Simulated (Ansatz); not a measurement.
Computed with Ansatz on PBE0-D4/def2-TZVP structures; ΔE is electronic, products minus reactants. CCSD(T)/CBS is the MP2 limit (def2-TZVPP, def2-QZVPP) plus CCSD(T) − MP2 in def2-TZVPP, frozen cores. This one scheme is used for every species. DFT in def2-TZVPP. HSE06 is defined as in plane-wave codes. For Se outer-core shells are correlated without core-valence functions, which leaves a few kJ/mol of doubt a bond. Scalar relativity is left out up to krypton. One conformer a species, not always the lowest.

Reaction (hydrogenolysis of the Si–Si bond): `[SiH3][SiH2][SeH]` + H₂ → `[SiH3][SeH]` + SiH₄

```json
{"level": "LDA (SPW92)", "ΔE (kJ/mol)": "-4.9", "difference from CCSD(T)/CBS": "10.0"}
{"level": "HSE06-D4", "ΔE (kJ/mol)": "-6.8", "difference from CCSD(T)/CBS": "8.1"}
{"level": "CAM-B3LYP-D4", "ΔE (kJ/mol)": "-23.5", "difference from CCSD(T)/CBS": "-8.6"}
{"level": "ωB97X-V", "ΔE (kJ/mol)": "-18.2", "difference from CCSD(T)/CBS": "-3.3"}
{"level": "ωB97M-V", "ΔE (kJ/mol)": "-20.8", "difference from CCSD(T)/CBS": "-5.9"}
{"level": "B2PLYP", "ΔE (kJ/mol)": "-24.1", "difference from CCSD(T)/CBS": "-9.2"}
{"level": "PBE-QIDH", "ΔE (kJ/mol)": "-16.1", "difference from CCSD(T)/CBS": "-1.2"}
{"level": "revPBE", "ΔE (kJ/mol)": "-9.7", "difference from CCSD(T)/CBS": "5.2"}
{"level": "BLYP", "ΔE (kJ/mol)": "-24.1", "difference from CCSD(T)/CBS": "-9.2"}
{"level": "r2SCAN", "ΔE (kJ/mol)": "-11.0", "difference from CCSD(T)/CBS": "3.9"}
{"level": "r2SCANh", "ΔE (kJ/mol)": "-12.8", "difference from CCSD(T)/CBS": "2.1"}
{"level": "BHLYP", "ΔE (kJ/mol)": "-33.7", "difference from CCSD(T)/CBS": "-18.8"}
{"level": "LC-ωPBE", "ΔE (kJ/mol)": "-18.9", "difference from CCSD(T)/CBS": "-4.0"}
{"level": "MP2/def2-TZVPP", "ΔE (kJ/mol)": "-17.9", "difference from CCSD(T)/CBS": "-3.0"}
{"level": "SCS-MP2/def2-TZVPP", "ΔE (kJ/mol)": "-25.6", "difference from CCSD(T)/CBS": "-10.7"}
{"level": "MP2/def2-QZVPP", "ΔE (kJ/mol)": "-15.6", "difference from CCSD(T)/CBS": "-0.7"}
{"level": "CCSD(T)/CBS", "ΔE (kJ/mol)": "-14.9", "difference from CCSD(T)/CBS": "0"}
```

Largest T1 diagnostic among the species: 0.011.

In def2-TZVPP, CCSD(T) changes the Hartree–Fock value by +29.3 kJ/mol (the triples alone add +5.4 kJ/mol) and MP2 by +30.5 kJ/mol. The D4 term adds +11.1 kJ/mol with B3LYP and +6.2 kJ/mol with PBE0; it sums over pairs of atoms, weighted by their polarisabilities, and B3LYP, whose exchange is more repulsive, gets the larger term. At CCSD(T), def2-SVP lies −15.3 kJ/mol from the extrapolated value and def2-TZVPP −4.2 kJ/mol.

B3LYP here is the variant with VWN-RPA as its local correlation; programs differ in this.
